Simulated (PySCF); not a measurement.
A GIAO shielding run with PySCF 2.14 (density fitting, non-relativistic, gas phase) on `C1C(C[Si](P)(P)Cl)CC1`, C$_{5}$H$_{13}$ClP$_{2}$Si:

```
$ OMP_NUM_THREADS=1 python probes_run.py task.json out

{"job": {"kind": "nmr", "xc": "PBE0", "basis": "pcSseg-1"}, "charge": 0, "multiplicity": 1}
P      1.809538    -2.041633     0.623819
Si     1.851333     0.184667     0.206189
P      3.625498     0.864031    -1.051382
Cl     1.808024     1.105293     2.033057
C      0.252638     0.604156    -0.764160
C     -0.911688    -0.262112    -0.320618
C     -1.533157     0.048450     1.050740
C     -2.929915    -0.034759     0.416835
C     -2.281797    -0.005066    -0.975347
H      3.175062    -2.157229     0.826673
H      1.927408    -2.380058    -0.714118
H      3.458482     2.203762    -0.745610
H      4.543938     0.689543    -0.029303
H      0.433980     0.447994    -1.829885
H     -0.005261     1.656451    -0.634572
H     -0.629926    -1.317964    -0.397391
H     -1.288075     1.051080     1.395929
H     -1.316813    -0.661019     1.846338
H     -3.428057    -0.978627     0.626922
H     -3.611035     0.782099     0.645044
H     -2.337091     0.975629    -1.444553
H     -2.623496    -0.755300    -1.685364
```

Hardware: 1 thread of an AMD EPYC 7R43 64-Core, shared host. The job also computes population analyses, field gradients, ring-centre shieldings.

(1) How large is the calculation?

(2) How long does it take, and how much memory does it need?

## Answers

(1) 104 electrons, 246 basis functions and 1369 auxiliary functions.

(2) 86 s of wall time, with 12 SCF cycles and 4 response iterations; peak memory 1.2 GiB. Times on a shared host scatter by some tens of per cent.
